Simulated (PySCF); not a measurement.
## Relative stability

The two ends of one reaction step of BH4SeF, singlet (PBE0-D4/def2-TZVP).

A:

B1  (-0.976, 0.124, 0.608)
F2  (1.358, -1.755, -1.197)
H3  (-1.927, -0.384, 0.107)
H4  (-0.649, -0.047, 1.736)
H5  (1.043, -0.883, -1.123)
Se6  (0.034, 1.281, -0.533)
H7  (1.078, 1.647, 0.435)
(Å)

B:

```
atom    x (Å)    y (Å)    z (Å)
  B1  -0.6891  -0.7192   0.3480
  F2   0.3325  -1.6074   0.3137
  H3  -1.5021  -0.7832  -0.5390
  H4  -1.0146  -0.2975   1.4287
  H5   1.0191   0.7586  -1.5583
 Se6   0.3052   1.3267  -0.4070
  H7   1.5139   1.2554   0.4241
```

PySCF 2.14 with density fitting (its default auxiliary sets; JK sets also for MP2 and CCSD(T)); basis: def2-TZVPP; cores frozen in the correlated methods. Filled d shells of the heavier atoms are correlated. The def2 sets are not built for correlating such inner shells, so the correlated values are less sure here. B3LYP uses VWN-RPA correlation.

(1) Which structure is lower at CCSD(T), and by how much? (Judge from chemistry; the value comes from the calculation.)

No T1 diagnostic of these runs exceeds 0.012.

Results:

(1) The calculation gives: B, by 11.94 kcal/mol (electronic energy, against the other). By their contacts, A is a complex of BH₃Se ([BH2][SeH]) + HF and B is BH₄SeF ([F][BH2][SeH2]).

All methods give the same order:

```json
{"method": "SPW92", "E(B) − E(A) (kcal/mol)": "-17.60"}
{"method": "PBE-D4", "E(B) − E(A) (kcal/mol)": "-13.46"}
{"method": "r2SCAN-D4", "E(B) − E(A) (kcal/mol)": "-14.45"}
{"method": "PBE0-D4", "E(B) − E(A) (kcal/mol)": "-13.12"}
{"method": "B3LYP-D4", "E(B) − E(A) (kcal/mol)": "-13.49"}
{"method": "BHLYP-D4", "E(B) − E(A) (kcal/mol)": "-13.52"}
{"method": "wB97M-V", "E(B) − E(A) (kcal/mol)": "-13.66"}
{"method": "HF", "E(B) − E(A) (kcal/mol)": "-11.09"}
{"method": "MP2", "E(B) − E(A) (kcal/mol)": "-11.23"}
{"method": "CCSD", "E(B) − E(A) (kcal/mol)": "-11.94"}
{"method": "CCSD(T)", "E(B) − E(A) (kcal/mol)": "-11.94"}
```

Labels in which every atom is bracketed show which atoms are joined, not bond orders.

For scale, one of the runs: CCSD(T)/def2-TZVPP, 166 basis functions, launched by `OMP_NUM_THREADS=4 python run.py`. The run took 3.7 min on 4 CPU threads of an Arm Neoverse V2 (shared host), with 1.7 GiB of host memory at its peak.
